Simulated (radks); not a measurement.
The numbers below are computed, except where a source is named.
Problem. Orbital eigenvalues (eV) of the rhodium ion Rh3+, [Kr] 4d6, of relativity; Dirac values are averaged over j with weights 2j + 1. Spin-unpolarised spherical Kohn-Sham, PBE, point nucleus unless stated (finite: rms radius 4.4945 fm), a radial shooting solver on a logarithmic mesh with Libxc functionals. A level marked "c x" has the speed of light scaled by that factor and shares open shells by 2j + 1; other Dirac levels either fill j = l - 1/2 first or share by 2j + 1.

| shell | non-rel. |
|---|---|
| 1s | -22409 |
| 2s | -3218.8 |
| 2p | -2986.7 |
| 3s | -603.08 |
| 3p | -511.20 |
| 3d | -341.94 |
| 4s | -112.91 |
| 4p | -84.725 |
| 4d | -39.989 |

Give the values at the level "Dirac, 2j+1 shares, finite nucleus".

Solution. 
shell  Dirac, 2j+1 shares, finite nucleus  change of magnitude (%)
1s                                 -23062                    +2.91
2s                                -3374.4                    +4.84
2p                                -3030.6                    +1.47
3s                                -633.29                    +5.01
3p                                -519.88                    +1.70
3d                                -337.26                    -1.37
4s                                -118.48                    +4.93
4p                                -86.120                    +1.65
4d                                -39.503                    -1.21
